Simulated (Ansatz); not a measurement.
Reaction (formal loss of a carbene): `[CH3][Zn][N](C)C` → `[CH2]` (triplet) + `C[N](C)[ZnH]`

Program: Ansatz. Geometries: PBE0-D4/def2-TZVP. ΔE: electronic, gas phase. CCSD(T)/CBS adds triple-zeta CCSD(T) − MP2 to the extrapolated MP2 energy (def2 sets, frozen cores). This one scheme is used for every species. Triplets are unrestricted, without spin–orbit coupling. For Zn outer-core shells are correlated without core-valence functions, which leaves a few kJ/mol of doubt a bond. Scalar relativity is left out up to krypton. Each species was taken in one conformer, which may not be the lowest.

```tsv
species	HF/CBS(def2) energy (Eh)
`[CH3][Zn][N](C)C`	-1951.19099
`[CH2]` (triplet)	-38.94079
`C[N](C)[ZnH]`	-1912.13353
```

(1) Work out ΔE.

Largest T1 diagnostic among the species: 0.015.

Answers

(1) ΔE = (-38.94079) + (-1912.13353) − (-1951.19099) = 0.11667 Eh = +306.3 kJ/mol. CCSD(T)/CBS gives +465.8 kJ/mol.

Leaving LDA and LC-ωPBE aside and taking each functional with its dispersion term where it has one, the values, not all of them listed here, spread over 35.1 kJ/mol, from r2SCAN0-D4 to ωB97X-V. LDA lies +67.8 kJ/mol from PBE without D4. From PBE to PBE0 (25 % exact exchange), in def2-TZVPP and without D4, ΔE moves by −9.7 kJ/mol. At CCSD(T), def2-SVP lies −26.4 kJ/mol from the extrapolated value and def2-TZVPP −14.3 kJ/mol.
